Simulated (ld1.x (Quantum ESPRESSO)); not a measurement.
# Transferability test, RRKJ potential for nickel (Ni)

- Element: Ni
- Generator: ld1.x (Quantum ESPRESSO) 7.5
- Type: norm-conserving RRKJ (Kleinman–Bylander form)
- Functional: LDA (PZ)
- Relativity: fully relativistic
- Frozen core: [Ar]
- Valence charge: 10
- Reference configuration: 3d8 4s2 4p0
- Partial waves: 4s (bound): rc 2.40 bohr; 3d (bound): rc 1.25 bohr; 4p (bound, empty): rc 0.85 bohr
- Local potential: the p channel
- Core correction: none
- rho0: 0.02

Open shells are filled in proportion to 2j + 1 (rel_dist='average').

Energies are relative to the spin-unpolarised reference configuration 3d8 4s2 4p0; without spin polarisation the order of configurations can differ from experiment. Not all tests gave a result: 1 of 7 tests not solved or not reliable. Left out of the table: 3d7 4s2 4p1 (solver errors, printed error -3.1 eV). The p channel is local and has no spin–orbit splitting in the pseudo-atom.

**Question.** Give the all-electron excitation energy and the error of the potential for: 3d8 4s1 4p0; 3d8 4s0 4p0; 3d7 4s0 4p0; 3d8.5 4s1.5 4p0; 3d6 4s0 4p0; 3d8 4s1.5 4p0.

**Answer.**

| valence configuration | charge | ΔE all-electron (eV) | error AE − PS (meV) |
| --- | --- | --- | --- |
| 3d8 4s1 4p0 | +1 | 9.601 | +3.0 |
| 3d8 4s0 4p0 | +2 | 27.260 | +18 |
| 3d7 4s0 4p0 | +3 | 65.058 | -17 |
| 3d8.5 4s1.5 4p0 | 0 | -1.201 | -15 |
| 3d6 4s0 4p0 | +4 | 122.924 | -416 |
| 3d8 4s1.5 4p0 | +0.5 | 3.843 | +0.6 |

Note: ghost states, extra bound levels that the all-electron valence spectrum of the same l lacks: s at -114.7 eV, p1/2 at -72.5 eV, p3/2 at -72.5 eV. A true bound ghost makes a file unfit for plane-wave use. The 4p radius (0.85 bohr) lies inside the outermost node of the all-electron wave (1.00 bohr), which a nodeless pseudo-wave cannot match soundly.
